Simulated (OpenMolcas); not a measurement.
Levels of Ar⁶⁺ by method

```json
{
 "Program": "OpenMolcas",
 "Basis": "ANO-RCC-VQZP [6s5p3d2f1g]",
 "Scalar Hamiltonian": "DKH2, point nucleus",
 "Active space": "2 electrons in 4 orbitals (3s 3p)",
 "State averaging": "2S+1 = 3 even, 3 roots; 2S+1 = 1 even, 7 roots (6 in the spin-orbit step); 2S+1 = 3 odd, 3 roots; 2S+1 = 1 odd, 3 roots",
 "Spin-orbit coupling": "RASSI with atomic mean-field integrals over the reference wave functions, term energies averaged over their components"
}
```

Methods on the same reference wave functions:
A. CASSCF
B. SS-CASPT2, IPEA 0.25 Eh, imaginary shift 0.1 Eh (closed shells correlated: 2s 2p)

Energies in cm-1 above 3s2 1S0, the measured ground level; measured values from Saloman, J. Phys. Chem. Ref. Data 39, 033101 (2010).

```tsv
Level	A	B	Measured
3s2 1S0	0.0	0.0	0.0
3s 3p 3P* 0	112895	112916	113101
3s 3p 3P* 1	113638	113656	113906
3s 3p 3P* 2	115169	115190	115590
3s 3p 1P* 1	187044	174186	170722
```

Deviations, from unrounded energies. A percentage is the sum of absolute deviations over the sum of measured energies, with the sign that they share, or ± where signs differ.

```tsv
Against measurement	Levels	A	B
mean absolute deviation (cm-1)	4	4300	1100
other configurations (%)	4	±3.4	±0.8
```

B lies closest to measurement on these levels. The largest miss of B in the table is 3s 3p 1P* 1, by +3500 cm-1. The ranking rests on the paired levels alone, and a cruder setting can come out closer through cancelling errors.

The lowest spin-free term lies below A's lowest term by 0.071 hartree in B.

Over all roots computed the reference weight is 0.93 to 1.00 in B; the roots of lowest weight are the least certain, and an intruder state may touch them. Measured partners are found by configuration, term and J. A level has none where our copy of the source lacks it or the pairing is in doubt (some pairs that miss far off the trend of their configuration count as doubtful), and it then counts in no deviation. Levels of configurations outside the active space are missing. The table leaves out levels that lie high or whose names do not pair safely across all columns.

* marks odd parity.
